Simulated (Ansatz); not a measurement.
Isomers of TiO4F2H8⁺ (doublet), relaxed with B3LYP-D4/def2-SVP; total energies from Ansatz at B2PLYP/def2-TZVP.

| isomer | description | energy (Eh) |
| --- | --- | --- |
| A | trans-[TiF2(H2O)4]+ (TiO₄F₂H₈⁺) | -1354.64679 |
| B | cis-[TiF2(H2O)4]+ (TiO₄F₂H₈⁺) | -1354.64014 |

Correlated methods freeze 11 core orbitals; core or outer-core shells of Ti are correlated, in sets that lack core-valence functions.

Question: Work out the relative energies (1 Eh = 2625.5 kJ/mol) and the Boltzmann populations at 500 K from electronic energies alone (R = 8.314 J/mol/K).

Answer: ΔE: A 0.0, B 17.5 kJ/mol. RT = 4.16 kJ/mol. Factors exp(−ΔE/RT): A 1, B 0.0149; sum 1.015. Populations: A 98.5 %, B 1.5 %. Zero-point energy, vibrational entropy and symmetry numbers are left out and can shift these; an error of 4 kJ/mol changes a ratio by a factor of 2.6. Over the other density-functional and correlated levels in def2 sets, the gap between A and B ranges from 4 to 21 kJ/mol.
